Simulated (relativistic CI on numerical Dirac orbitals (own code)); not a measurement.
Forbidden transitions in Zr⁷⁺

Computed by Dirac-Coulomb-Breit CI, separate exchange-only KLI orbitals for each configuration, model QED, valence Slater integrals scaled by 0.9, P86 correlation estimate, and configurations built on the next ion tied to the tabulated ionisation energy (semi-empirical) (own radial code, finite nucleus).

CI space (outside the closed core [Ar] 3d10): 4s²4p³, 4s²4p²4d, 4s²4p²5s, 4s²4p²5p, 4s²4p²5d, 4s²4p²6s, 4s²4p²4f, 4s²4p²5f, 4s4p⁴, 4p⁵, 4s²4p4d², 4s4p³4d, 4p³4d², 4s4p³4f, 4s²4p4f², 4p⁴4d, 4s²4p4d5s, 4s4p²4d², 4s²4p4d5p, 4p⁴5s, 4s²4p4d4f, 4s4p³5s, 4s²4p5s², 4p³4f². Levels of other configurations are missing.

| λ vac (Å) | Lower | Upper | Type | A (s⁻¹) | gf | Branching (%) |
| --- | --- | --- | --- | --- | --- | --- |
| 1827.8 | 4s²4p³ ⁴S°3/2 [1] | 4s²4p³ ²P°3/2 [5] | M1 | 1.55e+02 | 3.10e-07 | 38.4 |
| 2192.0 | 4s²4p³ ⁴S°3/2 [1] | 4s²4p³ ²P°1/2 [4] | M1 | 1.32e+02 | 1.90e-07 | 79.6 |
| 2638.2 | 4s²4p²4d ⁴F7/2 [16] | 4s²4p²4d ²G9/2 [26] | M1 | 5.29e+01 | 5.52e-07 | 28.9 |
| 3134.8 | 4s²4p³ ²D°3/2 [2] | 4s²4p³ ²P°3/2 [5] | M1 | 1.85e+02 | 1.09e-06 | 45.9 |
| 3214.8 | 4s²4p²4d ⁴F9/2 [21] | 4s²4p²4d ²G9/2 [26] | M1 | 7.14e+01 | 1.11e-06 | 39.0 |
| 3506.8 | 4s²4p³ ⁴S°3/2 [1] | 4s²4p³ ²D°5/2 [3] | E2 | 2.30e-01 | 2.54e-09 | 3.9 |
| 3506.8 | 4s²4p³ ⁴S°3/2 [1] | 4s²4p³ ²D°5/2 [3] | M1 | 4.00e+00 | 4.42e-08 | 68.7 |
| 3817.7 | 4s²4p³ ²D°5/2 [3] | 4s²4p³ ²P°3/2 [5] | M1 | 5.49e+01 | 4.80e-07 | 13.6 |
| 4383.7 | 4s²4p³ ²D°3/2 [2] | 4s²4p³ ²P°1/2 [4] | M1 | 3.22e+01 | 1.85e-07 | 19.4 |
| 4384.2 | 4s²4p³ ⁴S°3/2 [1] | 4s²4p³ ²D°3/2 [2] | M1 | 5.19e+01 | 5.98e-07 | 99.9 |
| 5815.4 | 4s²4p²4d ²F7/2 [23] | 4s²4p²4d ²G9/2 [26] | M1 | 5.63e+00 | 2.86e-07 | 3.1 |
| 14707.5 | 4s²4p²4d ⁴F7/2 [16] | 4s²4p²4d ⁴F9/2 [21] | M1 | 6.93e+00 | 2.25e-06 | 15.4 |
| 17524.5 | 4s²4p³ ²D°3/2 [2] | 4s²4p³ ²D°5/2 [3] | M1 | 1.59e+00 | 4.40e-07 | 27.4 |

Terms are leading LS components. Brackets give the number of a level in order of energy, since labels repeat. The list gives strong lines, with weight on those to low levels, without configurations that were not tied to measured data, among the lowest 300 of 1264 levels, so that lines to higher ones, which can be the strongest, are missing. Levels whose partners in the same complex of configurations lie outside the list can be far off, and so can their lines. Rates are taken at the computed energies, electric ones in the length gauge.

Configurations that consist of the next ion and one excited electron were tied to the tabulated ionisation energy; Rydberg ones are usually within 1,000 to 3,000 cm⁻¹ and the lowest ones within about 6,000 (9,000 in d shells), while levels on excited terms of the next ion carry the error of that term, and the other configurations can be misplaced by 10,000 cm⁻¹ or more. Rates follow the energies as ν³ (E1, M1) or ν⁵ (E2), so rates, branching and lifetimes can be off by large factors.

From the table, what is the radiative lifetime of 4s²4p³ ²P°3/2?

The listed rates from this level add up to about 3.94e+02 s⁻¹, 98 % of its decay; with all channels τ = 2.48e-03 s.

LS names give the leading component of a level, which can be under half, so a name can repeat, a term be missing and a line seem to break the LS rules.
